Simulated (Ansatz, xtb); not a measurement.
Acid–base and redox partners of O[Si](O)(O)O. Isolated molecules, 0 K electronic values unless said otherwise. One relaxed conformer stands for each flexible species; it need not be the lowest. Strings in code marks are SMILES.

Quantity: proton affinity at 298 K, in eV. Thermal and zero-point terms are GFN2-xTB rigid-rotor harmonic values (xtb).

Case: proton added at O1: `O[Si](O)(O)[OH2+]`. The other species in the difference include `O[Si](O)(O)O` (neutral, multiplicity 1). Geometry of `O[Si](O)(O)[OH2+]` (charge +1, multiplicity 1, Å):

```xyz
10

O     -1.0122    -1.1120     0.8359
Si     0.0151    -0.3271    -0.0930
O      1.5825    -0.4178     0.1976
O     -0.4565    -0.2424    -1.6127
O     -0.1270     1.3960     0.4654
H     -0.8114    -1.4947     1.6963
H      2.2257    -0.8851    -0.3451
H     -1.1466    -0.7928    -1.9979
H     -0.9381     1.9212     0.3630
H      0.6684     1.9548     0.4905
```

Task: Estimate the proton affinity at 298 K that frozen-core MP2/cc-pVTZ // B3LYP-D3(BJ)/def2-TZVP (Ansatz, a quantum-chemistry and plane-wave program) returns for this input.

Result: 8.14 eV.
